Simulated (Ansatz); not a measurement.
`[SiH3][GeH2][B](Cl)Cl` + `[OH][SnH]([F])[F]` → `[OH][Sn]([F])([F])[SiH3]` + `Cl[B](Cl)[GeH3]`  (formal exchange of groups at the Si–Ge bond)

Computed with Ansatz on PBE0-D4/def2-TZVP structures; ΔE is electronic, products minus reactants. CBS: MP2 limit from def2 TZ/QZ plus the TZ coupled-cluster correction, frozen cores. DFT in def2-TZVPP. B3LYP here is the variant with VWN-RPA as its local correlation; programs differ in this. def2 core potentials past Kr. For Ge, Sn outer-core shells are correlated without core-valence functions, which leaves a few kJ/mol of doubt a bond. Scalar relativity is left out up to krypton. Each species was taken in one conformer, which may not be the lowest.

```csv
level,ΔE (eV)
B3LYP,-0.27
HF/def2-TZVPP,-0.23
```

Problem. What does CCSD(T)/CBS give? (An estimate is asked.)

Solution. Computed: -0.20 eV. The listed levels differ from it by -0.07, -0.03 eV.

Largest T1 diagnostic among the species: 0.015.

In def2-TZVPP, CCSD(T) changes the Hartree–Fock value by +0.07 eV (the triples alone add +0.01 eV) and MP2 by +0.06 eV.
